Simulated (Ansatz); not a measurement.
Basis-set extrapolation for `C=CS[SiH3]` (PBE0-D4/def2-TZVP geometry, frozen core, Ansatz 0.2.0). Multiplicity 1, RHF reference.

```
                      def2-TZVPP   def2-QZVPP
                 HF  -765.737729  -765.761604
    MP2 correlation    -0.628498    -0.674498
CCSD(T) correlation    -0.711397      not run
```

Energies in hartree. Use E(X) = E(∞) + A·exp(−7.88·√X) for Hartree–Fock and E(X) = E(∞) + B·X^(−2.97) for correlation, with X = 3 and 4, and add CCSD(T) minus MP2 of the smaller set to the MP2 limit.

Problem. What is the CCSD(T) energy at the basis-set limit?

Solution. HF limit: -765.761604 + (-0.023875) × 0.13774 = -765.76489. MP2 limit: -0.674498 + (-0.046000) × 0.74074 = -0.70857. Higher-order term: -0.711397 − (-0.628498) = -0.08290. Total: -766.55636 hartree, 67.3 kcal/mol below CCSD(T)/def2-TZVPP.
